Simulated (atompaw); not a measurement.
**tantalum (Ta): one change to a PAW (atompaw) potential, before and after**

Ta (Z = 73), PAW, made with atompaw 4.2.0.5 (PBE, scalar-relativistic). Core [Xe] 4f14, reference 5d3 6s0 6p0 (charge +2). Waves: 6s (bound, empty): rc 3.00 bohr; 6s channel at 2.45 Ry: rc 2.90 bohr; 6p (bound, empty): rc 3.00 bohr; 6p channel at 1.75 Ry: rc 3.00 bohr; 5d (bound): rc 2.20 bohr; 5d channel at 1.1 Ry: rc 2.20 bohr. Local part: troulliermartins scheme with l = 3 at 0 Ry, radius 2.55 bohr. Core correction: smooth core density matched at 2.60 bohr. Augmentation charge: sinc compensation charge, radius 2.50 bohr; PAW radius 3.00 bohr; waves and projectors: custom rrkj gramschmidtortho.

All-electron outer shells of the reference configuration (PBE, scalar-relativistic, ld1.x):

| shell | level (eV) | outermost node (bohr) | outermost maximum (bohr) |
| --- | --- | --- | --- |
| 4f | -40.27 | – | 0.44 |
| 6s | -18.43 | 1.31 | 2.58 |
| 5d | -18.31 | 0.65 | 1.54 |
| 6p | -12.54 | 1.56 | 3.23 |

Change: reference 5d3 6s1 6p0.

Cutoffs: the cutoffs (Ry, on a coarse ladder) from which the occupation-weighted sum of valence levels, in a spherical-Bessel basis at the reference potential, stays within 10 and 1 mRy of its value at 400 Ry; they do not see the model core or the augmentation charge, which bear on the density cutoff.

Q: What does the change do?

A: The potential gets neither clearly harder nor softer (18 Ry and 25 Ry → 18 Ry and 25 Ry); both files keep a bound ghost (s); the range in which the s phases agree narrows (upper end at the end of the scan → 3.4).

| quantity | base | changed |
| --- | --- | --- |
| cutoff, loose | 18 Ry | 18 Ry |
| cutoff, tight | 25 Ry | 25 Ry |
| bound ghosts | s | s |
| s: phases at 3.02 bohr within 0.05 rad from the reference energy up to (Ry; the scan ends near 5) | to the end of the scan | 3.4 |
| p: phases at 3.02 bohr within 0.05 rad from the reference energy up to (Ry; the scan ends near 5) | 2.2 | 1.6 |
| d: phases at 3.02 bohr within 0.05 rad from the reference energy up to (Ry; the scan ends near 5) | to the end of the scan | to the end of the scan |
| lowest overlap eigenvalue by channel | s 0.31, p 0.65, d 0.37 | s 0.31, p 0.54, d 0.69 |

 A true bound ghost makes a file unfit for plane-wave use even where its test errors are small: the radial tests pick states by their node count and pass the ghost by. The cutoffs see the waves, projectors and local potential, not the compensation charge or the core.
